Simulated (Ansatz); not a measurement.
A run of Ansatz (development build ahead of 0.2.0) on singlet Be6 at this shape:

```yaml
atoms:
  - { symbol: Be, position_ang: [2.1488, -0.0014, -0.0008] }
  - { symbol: Be, position_ang: [1.0765, 1.8622, -0.0013] }
  - { symbol: Be, position_ang: [-1.0739, 1.8619, 0.0017] }
  - { symbol: Be, position_ang: [-2.1494, -0.0008, 0.0017] }
  - { symbol: Be, position_ang: [-1.0760, -1.8636, -0.0004] }
  - { symbol: Be, position_ang: [1.0764, -1.8607, -0.0005] }
```

Its results:

```yaml
Converged: yes
Total_energy: -87.55083 hartree
Spin_squared_of_the_determinant: 0.000
```

Problem. Which input gives this output? Name the method, the orbitals and the basis set, and write the input.

Solution. RHF in 6-31G. An unrestricted run that stays on the closed shell gives the same numbers.

```yaml
crystal:
  periodic: [false, false, false]
  atoms:
    - { symbol: Be, position_ang: [2.14881, -0.00139, -0.0008] }
    - { symbol: Be, position_ang: [1.07647, 1.8622, -0.00133] }
    - { symbol: Be, position_ang: [-1.07395, 1.86192, 0.0017] }
    - { symbol: Be, position_ang: [-2.14938, -0.00077, 0.00174] }
    - { symbol: Be, position_ang: [-1.07602, -1.86362, -0.00044] }
    - { symbol: Be, position_ang: [1.07643, -1.86066, -0.00053] }
basis:
  gaussian: { orbitals: "6-31G" }
hamiltonian:
  xc: hf
```
